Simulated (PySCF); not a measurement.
Run record for `N[Si@H]([SiH3])[GeH3]`: PBE0/aug-pcSseg-1, IEF-PCM tetrahydrofuran, grid level 1, fitting basis def2-qzvpp-jkfit, full TDDFT, 1 singlet.

Method: TDDFT PBE0/aug-pcSseg-1, vertical, IEF-PCM tetrahydrofuran (non-equilibrium linear response), core orbitals frozen in the response (PySCF 2.14.0, density-fitted response routines). Geometry: GFN2-xTB. The input is one job of a driver script: a line of settings, then coordinates in Å.

Command:
```bash
OMP_NUM_THREADS=1 python probes_run.py task.json out
```

Input:
```
{"job": {"kind": "uv", "xc": "PBE0", "basis": "aug-pcSseg-1", "solvent": "tetrahydrofuran", "nstates": 1, "ntriplets": 5, "tda": false, "grid": 1, "scf": {"aux": "def2-qzvpp-jkfit"}}, "charge": 0, "multiplicity": 1}
N      0.026956     1.813079     0.904183
Si    -0.041181     0.572655    -0.300502
Si    -1.926684    -0.792560    -0.274345
Ge     1.946385    -0.633614     0.016140
H     -0.715753     2.490816     0.959423
H      0.337523     1.576541     1.832678
H      0.054738     1.334601    -1.556966
H     -1.890659    -1.807005    -1.330744
H     -3.167149    -0.030556    -0.462214
H     -2.089687    -1.515846     0.993854
H      2.045060    -1.370900     1.326607
H      2.162621    -1.741494    -0.975525
H      3.253442     0.104769    -0.028909
```

Question: What does the run print?

Answer: 
```
final grid: 47608 points
cycle   1  E = -2715.2856820331  dE = -6.584e-01  |g| = 9.044e-01  |ddm| = 4.334e+00
cycle   2  E = -2715.2388657268  dE =  4.682e-02  |g| = 9.596e-01  |ddm| = 1.703e+00
cycle   3  E = -2715.3468038879  dE = -1.079e-01  |g| = 1.446e-01  |ddm| = 1.076e+00
cycle   4  E = -2715.3509337940  dE = -4.130e-03  |g| = 4.997e-02  |ddm| = 1.792e-01
cycle   5  E = -2715.3512906358  dE = -3.568e-04  |g| = 5.660e-03  |ddm| = 5.413e-02
cycle   6  E = -2715.3512962697  dE = -5.634e-06  |g| = 9.221e-04  |ddm| = 1.209e-02
cycle   7  E = -2715.3512965148  dE = -2.451e-07  |g| = 2.396e-04  |ddm| = 2.919e-03
cycle   8  E = -2715.3512965327  dE = -1.793e-08  |g| = 4.352e-05  |ddm| = 6.136e-04
cycle   9  E = -2715.3512965334  dE = -6.421e-10  |g| = 1.121e-05  |ddm| = 1.486e-04
converged SCF energy = -2715.3512965334

Static polarisability (au): isotropic 134.336, principal 115.395 130.450 157.163

Singlet excitations
state   eV       nm        f      main configurations
  1   5.1945    238.7   0.01422   H->L 0.97

Triplet excitations (Tamm-Dancoff, eV): 4.7929 5.3374 5.9610 6.0353 6.1071
```

H and L stand for HOMO and LUMO; the number after each pair is its weight.

Question: How does the lowest singlet excitation compare with the HOMO–LUMO gap?

Answer: HOMO -7.05 eV and LUMO -0.56 eV give a gap of 6.49 eV; S1 at 5.19 eV lies 1.30 eV below it.

Question: Give the mean polarisability as a volume in Å³, and the ratio of the largest to the smallest principal value.

Answer: 134.336 au × 0.148185 = 19.91 Å³; 157.163/115.395 = 1.36.

In short: SCF converged in 9 cycles with 223 basis and 761 fitting functions; HOMO -7.05 eV, LUMO -0.56 eV; lowest singlet 5.19 eV; lowest triplet 4.79 eV (Tamm–Dancoff); mean polarisability 134.3 au.

One conformer (not necessarily the lowest) at the GFN2-xTB geometry, without vibrations or thermal averaging. The PBE0/aug-pcSseg-1 calculation is non-relativistic and has no spin–orbit coupling, an omission that weighs most on germanium.

Hardware: one thread of an Intel Xeon Platinum 8488C, no GPU, shared host with 192 logical CPUs at a one-minute load of 95. Cost: 19 s of wall time, 0.95 GiB resident at most.

The values belong to the conformer `[NH2:1][Si@H:2]([SiH3:3])[GeH3:4]`: H–N1–Si2–Si3 -57°, H–N1–Si2–Si3 82°.
